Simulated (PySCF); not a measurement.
C4H5Br, SMILES C=C=C(C)Br. Atoms are numbered in the order given.

```xyz
10

C     -0.9564    -2.7271     0.0000
C     -0.2235    -1.6415     0.0000
C      0.5188    -0.5657     0.0000
C      2.0170    -0.4975     0.0000
Br    -0.3652     1.1548     0.0000
H     -1.2781    -3.1999    -0.9357
H     -1.2781    -3.1999     0.9357
H      2.3805     0.0428    -0.8887
H      2.3805     0.0428     0.8887
H      2.4426    -1.5116     0.0000
```
Charge 0, spin multiplicity 1.

Geometry: B3LYP-D3(BJ)/def2-SVP.

Level of theory: PBE/pcSseg-1 in PySCF.

GIAO shieldings, no solvent; atoms alike by connectivity are averaged. δ = σ(ref) − σ: ¹³C against TMS (σ = 182.0 ppm); ¹H against TMS (σ = 31.49 ppm), references at their B3LYP-D3(BJ)/def2-TZVP geometries, non-relativistic (without spin–orbit terms, shifts of atoms bonded to Cl or Br come out too high).

Estimate the chemical shifts. (Estimate from the structure and the level; the computed values follow.)


| nucleus | atoms | count | δ (ppm) |
|---|---|---|---|
| ¹³C | C2 | 1 | 219.2 |
| ¹³C | C3 | 1 | 115.3 |
| ¹³C | C1 | 1 | 86.5 |
| ¹³C | C4 | 1 | 30.7 |
| ¹H | H6, H7 | 2 | 5.55 |
| ¹H | H8, H9, H10 | 3 | 2.45 |
